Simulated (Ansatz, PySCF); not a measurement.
Al(H)(Et)(OMe) (C3H9AlO), SMILES C[CH2][AlH][O]C. Atoms are numbered in the order given.

```xyz
14

Al     0.0751     0.2138     0.1949
H      0.3360     1.4274     1.1895
C     -1.0482     0.3266    -1.3988
C     -1.7410     1.6817    -1.6104
H     -1.7959    -0.4870    -1.3506
H     -0.4220     0.0738    -2.2751
H     -1.0112     2.5044    -1.6965
H     -2.4052     1.9367    -0.7674
H     -2.3575     1.6983    -2.5249
O      0.8259    -1.2751     0.5442
C      1.6756    -1.7780     1.5314
H      2.6180    -2.1429     1.0844
H      1.9370    -1.0204     2.2960
H      1.2046    -2.6315     2.0519
```
Charge 0, spin multiplicity 1.

Geometry: ωB97X-D3(BJ)/def2-SVP. One conformer was computed; it need not be the lowest.

Two levels are set side by side: PBE-D3(BJ)/def2-SVP (Ansatz, a quantum-chemistry and plane-wave program) and ωB97X-D3(BJ)/def2-SVP (PySCF). Each level has its own optimised geometry; the coordinates shown are those of the second. Differences are taken from unrounded values.

```
quantity              ωB97X-D3(BJ)
--------------------  ------------
mean bond length (Å)         1.309
bond Al1–C3 (Å)              1.953
bond Al1–O10 (Å)             1.704
bond C3–C4 (Å)               1.537
bond O10–C11 (Å)             1.396
bond Al1–H2 (Å)              1.591
bond C3–H5 (Å)               1.106
bond C3–H6 (Å)               1.106
bond C4–H7 (Å)               1.103
bond C4–H8 (Å)               1.103
bond C4–H9 (Å)               1.103
bond C11–H12 (Å)             1.105
bond C11–H13 (Å)             1.108
bond C11–H14 (Å)             1.105
```

### Question
What does PBE-D3(BJ) give, and how far is it from ωB97X-D3(BJ)? (An estimate is asked for; the answer gives what the named calculation found.)

### Answer

```
quantity              PBE-D3(BJ)  PBE-D3(BJ) minus ωB97X-D3(BJ)
--------------------  ----------  -----------------------------
mean bond length (Å)       1.318                          0.009
bond Al1–C3 (Å)            1.967                          0.014
bond Al1–O10 (Å)           1.721                          0.017
bond C3–C4 (Å)             1.537                          0.001
bond O10–C11 (Å)           1.401                          0.005
bond Al1–H2 (Å)            1.606                          0.015
bond C3–H5 (Å)             1.114                          0.008
bond C3–H6 (Å)             1.114                          0.008
bond C4–H7 (Å)             1.110                          0.007
bond C4–H8 (Å)             1.110                          0.007
bond C4–H9 (Å)             1.111                          0.008
bond C11–H12 (Å)           1.114                          0.009
bond C11–H13 (Å)           1.117                          0.009
bond C11–H14 (Å)           1.114                          0.009
```

GGA bonds tend to be longer and softer than those of functionals with exact exchange. Differences between two approximate levels are no errors against the true value.
